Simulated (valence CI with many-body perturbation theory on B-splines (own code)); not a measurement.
## Level structure of Ru¹¹⁺

Computed by configuration interaction combined with many-body perturbation theory (CI+MBPT): five valence electrons over a frozen Dirac-Fock core [Ar] 3d10, radial functions for each j: 11 s, 11 p, 10 d, 8 f, 5 g, 2 h, with the one-electron correlation potential Σ1, the two-electron term Σ2, the three-electron term Σ3, Breit, model QED; selected CI, second order for the rest, scaled by the run's own slope (own B-spline code, finite nucleus).

No measured levels were compared; by estimate levels hold to about 250 cm⁻¹ or 0.2 % of their energy and the worst to 1 %, as in measured heavy ions of charge 2 to 7; those with d or f electrons hold less well. Among the levels kept, up to 2600 cm⁻¹ of a level comes from second order outside the variational space, and about a tenth of that is noise between levels of different J, which matters for small intervals.

Levels 46 to 90 of 174, with energies above the lowest level, 4s²4p³ ⁴S°_3/2. "Leading %" is the weight of the configuration and term that name the level; weights of strongly mixed levels are sums over their largest components and can fall short. In the jj column 3d3/2^4 stands for four electrons in 3d with j = 3/2. Lifetimes count E1, E2, E3, M1 and M2 decay at the calculated energies, and are blank where another channel may lead or the interval is too uncertain; long ones can be off by a factor of two.

| No. | Configuration | Term | J | E (cm⁻¹) | Leading % | Leading jj | Lifetime |
| --- | --- | --- | --- | --- | --- | --- | --- |
| 46 | 4s4p³4d | ⁶D° | 7/2 | 633740 | 90 | 4s 4p1/2^2 4p3/2 4d5/2 (24 %) | 3.64 ns |
| 47 | 4s4p³4d | ⁶D° | 9/2 | 636410 | 93 | 4s 4p1/2 4p3/2^2 4d5/2 (47 %) | 7.50 ns |
| 48 | 4p⁵ | ²P° | 1/2 | 637340 | 68 | 4p1/2 4p3/2^4 (68 %) | 69.7 ps |
| 49 | 4s4p³4d | ⁴D° | 5/2 | 671210 | 62 | 4s 4p1/2^2 4p3/2 4d5/2 (38 %) | 382 ps |
| 50 | 4s4p³4d | ⁴D° | 3/2 | 671660 | 44 | 4s 4p1/2^2 4p3/2 4d3/2 (32 %) | 349 ps |
| 51 | 4s4p³4d | ⁴D° | 7/2 | 678140 | 77 | 4s 4p1/2 4p3/2^2 4d5/2 (66 %) | 770 ps |
| 52 | 4s4p³4d | ⁴D° | 1/2 | 681840 | 92 | 4s 4p1/2 4p3/2^2 4d5/2 (44 %) | 493 ps |
| 53 | 4s4p³4d | ⁴F° | 3/2 | 684210 | 46 | 4s 4p1/2 4p3/2^2 4d3/2 (60 %) | 358 ps |
| 54 | 4s4p³4d | ⁴F° | 5/2 | 687100 | 62 | 4s 4p1/2 4p3/2^2 4d3/2 (68 %) | 328 ps |
| 55 | 4s4p³4d | ⁴F° | 7/2 | 691810 | 68 | 4s 4p1/2 4p3/2^2 4d3/2 (57 %) | 366 ps |
| 56 | 4s4p³4d | ⁴F° | 9/2 | 699180 | 69 | 4s 4p1/2 4p3/2^2 4d5/2 (57 %) | 445 ps |
| 57 | 4s4p³4d | ⁴G° | 5/2 | 700790 | 74 | 4s 4p1/2^2 4p3/2 4d3/2 (41 %) | 222 ps |
| 58 | 4s4p³4d | ⁴G° | 7/2 | 703810 | 64 | 4s 4p1/2 4p3/2^2 4d3/2 (26 %) | 207 ps |
| 59 | 4s4p³4d | ²S° | 1/2 | 708460 | 68 | 4s 4p1/2^2 4p3/2 4d3/2 (34 %) | 203 ps |
| 60 | 4s4p³4d | ⁴G° | 9/2 | 708580 | 55 | 4s 4p1/2 4p3/2^2 4d5/2 (62 %) | 304 ps |
| 61 | 4s4p³4d | ⁴G° | 11/2 | 715130 | 93 | 4s 4p1/2 4p3/2^2 4d5/2 (93 %) | 336 ps |
| 62 | 4s4p³4d | ⁴D° | 1/2 | 722520 | 89 | 4s 4p1/2^2 4p3/2 4d3/2 (40 %) | 62.5 ps |
| 63 | 4s4p³4d | ²G° | 7/2 | 726540 | 71 | 4s 4p1/2^2 4p3/2 4d5/2 (37 %) | 241 ps |
| 64 | 4s4p³4d | ²G° | 9/2 | 727660 | 68 | 4s 4p1/2 4p3/2^2 4d3/2 (58 %) | 314 ps |
| 65 | 4s4p³4d | ⁴D° | 3/2 | 729350 | 69 | 4s 4p1/2^2 4p3/2 4d3/2 (37 %) | 51.3 ps |
| 66 | 4s4p³4d | ²D° | 5/2 | 733000 | 28 | 4s 4p1/2^2 4p3/2 4d3/2 (34 %) | 39.0 ps |
| 67 | 4s4p³4d | ⁴P° | 3/2 | 734800 | 60 | 4s 4p1/2^2 4p3/2 4d5/2 (41 %) | 45.8 ps |
| 68 | 4s4p³4d | ⁴P° | 1/2 | 738680 | 69 | 4s 4p1/2 4p3/2^2 4d5/2 (47 %) | 88.3 ps |
| 69 | 4s4p³4d | ⁴F° | 3/2 | 744180 | 73 | 4s 4p1/2 4p3/2^2 4d3/2 (73 %) | 88.9 ps |
| 70 | 4s4p³4d | ⁴F° | 5/2 | 744650 | 41 | 4s 4p1/2 4p3/2^2 4d3/2 (27 %) | 24.1 ps |
| 71 | 4s4p³4d | ⁴F° | 7/2 | 745160 | 52 | 4s 4p1/2 4p3/2^2 4d5/2 (30 %) | 51.3 ps |
| 72 | 4s4p³4d | ⁴F° | 5/2 | 747190 | 25 | 4s 4p1/2 4p3/2^2 4d5/2 (44 %) | 37.6 ps |
| 73 | 4s4p³4d | ⁴D° | 5/2 | 750400 | 45 | 4s 4p1/2 4p3/2^2 4d5/2 (58 %) | 20.7 ps |
| 74 | 4s4p³4d | ⁴F° | 9/2 | 752940 | 47 | 4s 4p3/2^3 4d5/2 (41 %) | 204 ps |
| 75 | 4s4p³4d | ⁴D° | 7/2 | 753680 | 66 | 4s 4p1/2 4p3/2^2 4d5/2 (59 %) | 37.0 ps |
| 76 | 4s4p³4d | ²D° | 3/2 | 753690 | 58 | 4s 4p1/2 4p3/2^2 4d5/2 (26 %) | 33.3 ps |
| 77 | 4s4p³4d | ⁴P° | 3/2 | 759910 | 61 | 4s 4p1/2 4p3/2^2 4d3/2 (74 %) | 8.49 ps |
| 78 | 4s4p³4d | ⁴P° | 5/2 | 762160 | 65 | 4s 4p1/2 4p3/2^2 4d5/2 (49 %) | 15.5 ps |
| 79 | 4s4p³4d | ²F° | 7/2 | 764250 | 48 | 4s 4p1/2 4p3/2^2 4d5/2 (49 %) | 43.1 ps |
| 80 | 4s4p³4d | ²P° | 1/2 | 766100 | 51 | 4s 4p1/2 4p3/2^2 4d5/2 (30 %) | 9.58 ps |
| 81 | 4s4p³4d | ⁴S° | 3/2 | 767980 | 46 | 4s 4p1/2 4p3/2^2 4d5/2 (60 %) | 8.68 ps |
| 82 | 4s4p³4d | ²F° | 5/2 | 768210 | 38 | 4s 4p1/2 4p3/2^2 4d5/2 (35 %) | 40.3 ps |
| 83 | 4s4p³4d | ²D° | 3/2 | 772450 | 59 | 4s 4p1/2 4p3/2^2 4d5/2 (25 %) | 17.5 ps |
| 84 | 4s4p³4d | ⁴D° | 7/2 | 773040 | 44 | 4s 4p1/2 4p3/2^2 4d3/2 (50 %) | 7.73 ps |
| 85 | 4s4p³4d | ⁴D° | 5/2 | 774450 | 46 | 4s 4p1/2 4p3/2^2 4d3/2 (33 %) | 12.0 ps |
| 86 | 4s4p³4d | ⁴P° | 1/2 | 775520 | 62 | 4s 4p1/2 4p3/2^2 4d3/2 (43 %) | 7.47 ps |
| 87 | 4s4p³4d | ²G° | 7/2 | 776740 | 32 | 4s 4p1/2 4p3/2^2 4d3/2 (40 %) | 29.6 ps |
| 88 | 4s4p³4d | ⁴D° | 3/2 | 779840 | 54 | 4s 4p1/2 4p3/2^2 4d3/2 (37 %) | 10.7 ps |
| 89 | 4s4p³4d | ⁴D° | 5/2 | 784340 | 35 | 4s 4p1/2 4p3/2^2 4d5/2 (34 %) | 11.6 ps |
| 90 | 4s4p³4d | ²P° | 3/2 | 784400 | 51 | 4s 4p1/2 4p3/2^2 4d5/2 (34 %) | 8.92 ps |

Names give the largest LS component (configuration and term), which can be under half, so a name can repeat, a term be missing and a line seem to break the LS rules; names also repeat where a configuration has a term twice.

Where two levels of one J and parity lie close, their mixing, g and order are uncertain.
